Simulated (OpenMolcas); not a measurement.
## Er3+: CASPT2 settings compared

```yaml
Program: OpenMolcas 26.06
Basis: ANO-R3 [10s8p5d5f3g2h]
Scalar_Hamiltonian: X2C, finite nucleus
Active_space: 11 electrons in 7 orbitals (4f)
State_averaging: 2S+1 = 4 odd, 35 roots (21 in the spin-orbit step); 2S+1 = 2 odd, 112 roots (20 in the spin-orbit step)
Spin-orbit_coupling: state interaction with AMFI integrals over the reference wave functions, term energies averaged over their components
```

Methods on the same reference wave functions:
A. CASSCF
B. SS-CASPT2, IPEA 0.6 Eh, imaginary shift 0.3 Eh (closed shells correlated: 5s 5p)
C. SS-CASPT2, IPEA 0.3 Eh, sigma2 regulariser 0.5 Eh (closed shells correlated: 4d 5s 5p)
D. SS-CASPT2, IPEA 0.15 Eh, sigma1 regulariser 0.25 Eh (closed shells correlated: 4d 5s 5p)

Energies in cm-1 above 4f11 4I* 15/2, the measured ground level; measured values from the list in Tchang-Brillet, Wyart, Meftah and Ait Mammar, Atoms 6, 52 (2018).

```csv
Level,A,B,C,D,Measured
4f11 4I* 15/2,0.0,0.0,0.0,0.0,0.0
4f11 4I* 13/2,6094,6090,6090,6090,6508
4f11 4I* 11/2,10072,9820,9720,9670,10172
4f11 4F* 9/2 [57 %],18453,15370,14720,14550,15405
```

Deviations, from unrounded energies. A percentage is the sum of absolute deviations over the sum of measured energies, with the sign that they share, or ± where signs differ.

| Against measurement | Levels | A | B | C | D |
| --- | --- | --- | --- | --- | --- |
| mean absolute deviation (cm-1) | 3 | 1200 | 270 | 520 | 590 |
| fine structure of the ground term (%) | 2 | -3.1 | -4.6 | -5.2 | -5.5 |
| other terms of the ground configuration (%) | 1 | +19.8 | -0.2 | -4.5 | -5.5 |

B lies closest to measurement on these levels and A furthest from it. The largest miss of B in the table is 4f11 4I* 13/2, by -410 cm-1. The ranking rests on the paired levels alone, and a cruder setting can come out closer through cancelling errors.

Among B to D the level of the table that moves most is 4f11 4F* 9/2 [57 %], by 820 cm-1 (lowest in D, highest in B). Moves below CASPT2's spread within the term are not significant.

The mean deviations of B to D differ by less than CASPT2's widest spread within a term (1200 cm-1), so their order carries little weight.

The lowest spin-free term lies below A's lowest term by 1.005 hartree in B, 1.692 hartree in C, 1.698 hartree in D.

CASPT2 does not keep the components of a term degenerate, so their means are used; among the terms shown or strongly mixed into the levels shown the widest spread is 1200 cm-1 (4f11 4I*, D). High states are left out of the spin-orbit mixing, which shifts the levels that they would mix with. Without dynamic correlation excited terms often stand tens of per cent too high (terms of higher spin than the ground term too low), and those without a measured partner can miss by more than the paired ones (holds for A). Measured partners are found by configuration, term and J. A level has none where our copy of the source lacks it or the pairing is in doubt (some pairs that miss far off the trend of their configuration count as doubtful), and it then counts in no deviation. Only configurations of the active space appear. Levels that lie high or do not pair safely by name in every column are left out.

A share in square brackets marks a mixed level and gives the weight of the term that names it, the lowest over the columns. * marks odd parity.
